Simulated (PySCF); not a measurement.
Si(OH)3(NH2) (H5NO3Si), SMILES N[Si](O)(O)O.

The structure is a stationary point at ωB97X-D3(BJ)/def2-SVP. A frequency run showed that this geometry is not a minimum. Other conformers were not sampled.

Two levels are set side by side: PBE/def2-TZVP (PySCF) and CAM-B3LYP/def2-TZVP (PySCF). Same geometry, gas phase. Differences are taken from unrounded values.

```
quantity                     CAM-B3LYP    PBE  PBE minus CAM-B3LYP
---------------------------  ---------  -----  -------------------
orbital gap (eV)                 10.55   5.91                -4.64
highest occupied level (eV)      -9.41  -6.38                 3.03
lowest empty level (eV)           1.14  -0.47                -1.61
dipole moment (D)                 2.25   2.13                -0.13
mean polarisability (bohr³)       39.7   42.6                  3.0
```

PBE's occupied levels lie high since its potential decays too fast outside the molecule; exact exchange lowers them and widens the gap. Loosely held outer electrons make PBE densities more polarisable. Differences between two approximate levels are no errors against the true value.

Rough cost on one machine, each run with all the roots and properties that it gave: CAM-B3LYP against PBE within a factor of 2.
